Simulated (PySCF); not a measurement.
## Telling isomers of C₄H₄F₂O₃ apart by NMR

- geometry from GFN2-xTB
- GIAO PBE0/pcSseg-1 shieldings
- J: B3LYP/pcJ-1 (spin–dipole term left out of most H,H and C,H couplings)
- run in PySCF 2.14.0 with density-fitted response routines
- one conformer, rapidly exchanging positions averaged, isolated molecule, no relativistic terms

Referencing at the same level of theory: TMS for 1H (σ = 31.72 ppm), 13C (σ = 186.93 ppm). Multiplet labels drop J under 1 Hz and among equivalent protons, and merge close values. Unscaled 3J(H,H) run several per cent high. Splittings of carbon signals by F and P are missing where no couplings were computed. Where no couplings were computed, multiplicities follow the n + 1 count of equivalent neighbours, and m marks all less simple cases (inequivalent or close neighbours, rings, F or P nearby). Vicinal couplings that depend on rotamer populations or ring flexing (ring, CH–CH, X–H and H–F types) are those of the one conformer. One-bond C–F couplings are unscaled and too large by tens of Hz. Acid and N–H amide carbonyl carbons lie up to 10 ppm further downfield in solution (hydrogen bonding). Shifts are as computed. Against solution values, carbons near 30 ppm lie about +3 ppm off and those near 130 ppm about +5 ppm (rms about the fit 2.1 ppm; single classes can miss by 10 ppm). Of 1328 compounds with measured shifts, 309 miss one by over three times the rms of a fit or turn the order of signals round; such compounds aren't used in these exercises. Signals without a measured value on file couldn't be tested in this way; 1H shifts scatter by 0.2 ppm about their fit, and single ones miss by 0.5 ppm. OH and NH positions are gas-phase values without hydrogen bonding to other molecules.

(1) Tabulate the signals of `C=C(OC(F)F)C(=O)O`, `CC(=O)OC(=O)C(F)F`, `C[C@@H]1OC(=O)OC1(F)F` and their relative energies.

(2) What is the quickest way to tell CC(=O)OC(=O)C(F)F from C[C@@H]1OC(=O)OC1(F)F?

(3) What is the quickest way to tell C=C(OC(F)F)C(=O)O from C[C@@H]1OC(=O)OC1(F)F?

(4) What is the quickest way to tell C=C(OC(F)F)C(=O)O from CC(=O)OC(=O)C(F)F?

Answers

(1) 
| SMILES | carbon types | δC | δH | E rel. (kcal/mol) |
| --- | --- | --- | --- | --- |
| C=C(OC(F)F)C(=O)O | 2×C 1×CH 1×CH2 | 167.9, 154.0, 122.1, 119.0 | 7.83 (t, 1H), 6.35 (br s, 1H), 6.24 (d, 1H), 5.97 (d, 1H) | 26.2 |
| CC(=O)OC(=O)C(F)F | 2×C 1×CH 1×CH3 | 169.5, 163.8, 114.0, 23.6 | 6.11 (m, 1H), 2.29 (s, 3H) | 18.6 |
| C[C@@H]1OC(=O)OC1(F)F | 2×C 1×CH 1×CH3 | 152.3, 133.7, 83.2, 17.9 | 4.79 (dqd, 1H), 1.57 (dd, 3H) | 0.0 |

Energies are electronic energies at PBE0/pcSseg-1 on these geometries, without zero-point or thermal terms, each for the one conformer computed, which needn't be the lowest.

(2) Both give the same number of carbon signals, with the same numbers of each carbon type, so the positions decide. The first has an sp3 CH bonded to 2 F, α to a carbonyl at 114.0 ppm, the second an sp3 CH bonded to O at 83.2 ppm. Their most deshielded carbons lie at 169.5 and 152.3 ppm. In the proton spectra the most deshielded non-exchanging signals are 6.11 (m, 1H) and 4.79 (dqd, J = 12.8, 7.0, 5.5 Hz, 1H).

(3) Both give the same number of carbon signals, but DEPT or the intensities differ. The first has a β carbon of a C=C–C=O unit (CH2) at 119.0 ppm, the second a methyl carbon (CH3) at 17.9 ppm. Their most deshielded carbons lie at 167.9 and 152.3 ppm. In the proton spectra the most deshielded non-exchanging signals are 7.83 (t, J = 86.5 Hz, 1H) and 4.79 (dqd, J = 12.8, 7.0, 5.5 Hz, 1H).

(4) Both give the same number of carbon signals, but DEPT or the intensities differ. The first has a β carbon of a C=C–C=O unit (CH2) at 119.0 ppm, the second a methyl carbon α to a carbonyl (CH3) at 23.6 ppm. Their most deshielded carbons lie at 167.9 and 169.5 ppm. In the proton spectra the most deshielded non-exchanging signals are 7.83 (t, J = 86.5 Hz, 1H) and 6.11 (m, 1H).
